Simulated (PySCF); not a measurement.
Polarisability and C₆ of Hg (mercury, neutral)

[Xe] 4f14 5d10 6s2, closed-shell 1S. Calculation: PySCF 2.14, in aug-cc-pwCVQZ-PP with ECP60MDF (9s9p8d5f4g3h, 180 functions); scalar relativity through the core potential. Coupled (time-dependent) response in atomic units; α is the mean over directions.

| method | mean α (bohr³) | C₆ (like pair) | S(−4) |
| --- | --- | --- | --- |
| UHF | 45.07 | 447.0 | 808.3 |

S(−4) is the Cauchy moment in α(ω) = α(0) + S(−4) ω² + …

Reference α: 33.91 ± 0.34 bohr³ (recommended; Schwerdtfeger and Nagle, table of static dipole polarizabilities (2023 update)). Published C₆: 268.0 (Gould and Bucko (2016)).

Hartree-Fock lies above the reference because it lacks correlation, which contracts the outer shell.

α(iu) at UHF:

| u (hartree) | α(iu) (bohr³) |
| --- | --- |
| 0 | 45.07 |
| 0.0500 | 43.16 |
| 0.100 | 38.49 |
| 0.200 | 27.97 |
| 0.300 | 20.50 |
| 0.500 | 12.70 |
| 0.750 | 8.404 |
| 1.00 | 6.183 |
| 1.50 | 3.886 |
| 2.00 | 2.703 |
| 3.00 | 1.527 |
| 5.00 | 0.6729 |

A single London oscillator, α(iu) = α/(1 + u²/ω²), gives C₆ = (3/4) ω α². Matching the computed C₆ needs ω = 4 × 447.0 / (3 × 45.07²) = 0.293 hartree.

Energies and moments cover only the electrons outside the core potential. Spin-orbit coupling, which splits the p, d and f shells strongly at this Z, is absent.
